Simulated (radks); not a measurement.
The numbers below are computed, except where a source is named.
Task: Ionisation of P, [Ne] 3s2 3p3, to P+, [Ne] 3s2 3p2, under several functionals. Scalar-relativistic Kohn-Sham, spin-polarised, spherical densities, point nucleus; open shells are filled with parallel spins first; a radial shooting solver on a logarithmic mesh with Libxc functionals. The NIST Atomic Spectra Database gives 10.487 eV (measured). Rank these functionals by the error of their Delta-SCF ionisation energy: LDA (Slater exchange, VWN5 correlation); SOGGA; Wu-Cohen GGA; exchange-only LDA.

Result: From best to worst: Wu-Cohen GGA 10.519 eV (+0.032); LDA (Slater exchange, VWN5 correlation) 10.528 eV (+0.041); SOGGA 10.438 eV (-0.048); exchange-only LDA 9.677 eV (-0.810). Open shells are spherical and high-spin; term and fine-structure splittings are not resolved.
